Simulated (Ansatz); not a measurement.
Cost and result for the atomization energy of `C[B]1[O][AlH]1` (8 atoms, 8 bonds).

Z-matrix (Å, degrees):
```
C
B 1 1.549
H 1 1.094 2 111.6
H 1 1.094 2 110.3 3 -121.4
H 1 1.094 2 110.3 3 121.4
O 2 1.331 1 135.2 3 0.0
Al 2 2.013 1 163.0 3 179.9
H 7 1.586 2 158.3 1 180.0
```

Total charge 0; spin multiplicity 1. The structure was optimised at the PBE0-D4/def2-TZVP level. Program: Ansatz. All runs use 2 threads of an Arm Neoverse V1 on a shared host. Times are those of one run each, without the atoms' runs, and a repeat can differ threefold. Electronic energies, without spin–orbit coupling; frozen cores. CCSD(T)/CBS adds CCSD(T) − MP2 in def2-TZVPP to the MP2 limit, and its time is that of the two runs behind it. T1 = 0.015. B3LYP takes the VWN-RPA correlation (the form of Gaussian; ORCA's B3LYP/G). HSE06 is the plane-wave form, built on full-range PBE exchange.

CCSD(T)/CBS is a level of theory with its own doubt, some kJ/mol a heavy atom from the limit and from the frozen cores, so smaller differences don't rank the functionals.

```
                            level  functions  wall time  atomization (kJ/mol)  difference from CCSD(T)/CBS  per bond
                 CCSD(T)/def2-SVP         80      1.9 s                2842.4                       -134.1     -16.8
             revPBE-D4/def2-TZVPP        191      2.1 s                2967.9                         -8.6      -1.1
               BLYP-D4/def2-TZVPP        191      2.4 s                2981.3                          4.8       0.6
              HSE06-D4/def2-TZVPP        191      2.9 s                2988.7                         12.2       1.5
          CAM-B3LYP-D4/def2-TZVPP        191      3.2 s                2993.4                         16.9       2.1
B3LYP-D4/def2-TZVPP (with forces)        191      3.7 s                2979.6                          3.1       0.4
            r2SCANh-D4/def2-TZVPP        191      4.3 s                2990.8                         14.3       1.8
                B2PLYP/def2-TZVPP        191      4.9 s                2957.2                        -19.3      -2.4
               ωB97X-V/def2-TZVPP        191        8 s                2984.1                          7.6       0.9
 ωB97M-V/def2-TZVPP (with forces)        191       11 s                2994.9                         18.4       2.3
                   MP2/def2-QZVPP        361       19 s                3015.7                         39.2       4.9
               CCSD(T)/def2-TZVPP        191       40 s                2903.4                        -73.1      -9.1
                CCSD(T)/CBS(def2)          –       59 s                2976.5                          0.0       0.0
```

At CCSD(T), def2-SVP lies −134.1 kJ/mol from the extrapolated value and def2-TZVPP −73.2 kJ/mol: correlation converges slowly with the basis, and small sets miss more of it in the bonded molecule than in its fragments. From BLYP to BHLYP (50 % exact exchange), in def2-TZVPP and without D4, the atomization energy moves by −81.8 kJ/mol: exact exchange takes away binding that semilocal exchange gives to molecules. The D4 term adds +19.8 kJ/mol with B3LYP and +10.3 kJ/mol with PBE0; it sums over pairs of atoms, weighted by their polarisabilities, and B3LYP, whose exchange is more repulsive, gets the larger term.
